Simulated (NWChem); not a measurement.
# ethylenediamine (C₂H₈N₂) in NWChem

```xyz
12

N      0.2796    -1.8507    -0.0520
C     -0.4713    -0.6008    -0.0333
C      0.4713     0.6008    -0.0333
N     -0.2796     1.8507    -0.0520
H     -0.3500    -2.6449    -0.1618
H      0.7579    -1.9919     0.8391
H     -1.1732    -0.4992     0.8271
H     -1.0952    -0.5445    -0.9404
H      1.0952     0.5445    -0.9404
H      1.1732     0.4992     0.8271
H      0.3500     2.6449    -0.1618
H     -0.7579     1.9919     0.8391
```
Charge 0, spin multiplicity 1.

The numbers come from NWChem runs, not from measurements. All single points use one geometry, from B3LYP/def2-SVP, a minimum by its harmonic frequencies. It is one conformer; others weren't searched.

No SCF solution was tested for a lower state.

Worked example. At PBE0/def2-TZVP the molecule has a total energy of -190.36578 Ha and the free atoms (multiplicities N 4, C 3, H 2) C -37.80537, H -0.50104, N -54.54382 Ha. The electronic atomisation energy is the atoms' sum less the molecule's energy.

2·(-54.54382) + 2·(-37.80537) + 8·(-0.50104) = -188.70670 Ha for the atoms; less the molecule's energy this leaves 1.65908 Ha, or 1041.1 kcal/mol (4356 kJ/mol), without zero-point, thermal or spin-orbit terms.
